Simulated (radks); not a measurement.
Polarisabilities and homonuclear dispersion coefficients (atomic units). Level of theory: non-relativistic Kohn-Sham, PBE, spin-unpolarised, spherical densities, point nucleus (a radial shooting solver on a logarithmic mesh with Libxc functionals). Response by self-consistent Sternheimer equations with the Hartree and adiabatic LDA kernel. For heavy and open-shell atoms this level of theory can miss by tens of per cent. "Uncoupled" leaves out the induced potential. Quadrupole and octupole values are given only where no p, d or f shell is open. The Sternheimer factor gamma scales a distant field gradient at the nucleus by 1 - gamma.

| species | configuration | alpha1 (bohr^3) | alpha1, uncoupled | alpha2 (bohr^5) | alpha3 (bohr^7) | C6 | C8 | Sternheimer gamma | recommended alpha1 |
|---|---|---|---|---|---|---|---|---|---|
| In | [Kr] 4d10 5s2 5p1 | 84.40 | 124.0 | - | - | 886.8 | - | - | 65 +/- 4 |
| Co+ | [Ar] 3d8 | 10.60 | 14.08 | - | - | 37.94 | - | - | - |
| S+ | [Ne] 3s2 3p3 | 11.39 | 18.22 | - | - | 56.78 | - | - | - |
| Al+ | [Ne] 3s2 | 23.74 | 40.83 | 129.3 | 1128 | 119.2 | 3953 | -0.703 | - |
| Ga | [Ar] 3d10 4s2 4p1 | 68.19 | 91.22 | - | - | 572.2 | - | - | 50 +/- 3 |
| He+ | 1s1 | 0.3490 | 0.3530 | 0.3639 | 0.9568 | 0.1369 | 0.8023 | 0.180 | - |
| Zr | [Kr] 4d2 5s2 | 122.1 | 253.5 | - | - | 1704 | - | - | 112 +/- 13 |
| Xe2+ | [Kr] 4d10 5s2 5p4 | 13.39 | 23.14 | - | - | 96.81 | - | - | - |
| Ti3+ | [Ar] 3d1 | 2.340 | 3.340 | - | - | 6.053 | - | - | - |
| Tc | [Kr] 4d5 5s2 | 81.59 | 164.0 | - | - | 947.6 | - | - | 79 +/- 10 |

Recommended values: Schwerdtfeger and Nagle, table of static dipole polarisabilities (2023 update), measured or computed.

Beside tabulated values, note that relativity, absent from the non-relativistic runs, is large for the heavy elements, and spin-unpolarised runs miss the spin-polarisation part of the exchange energy of open shells.
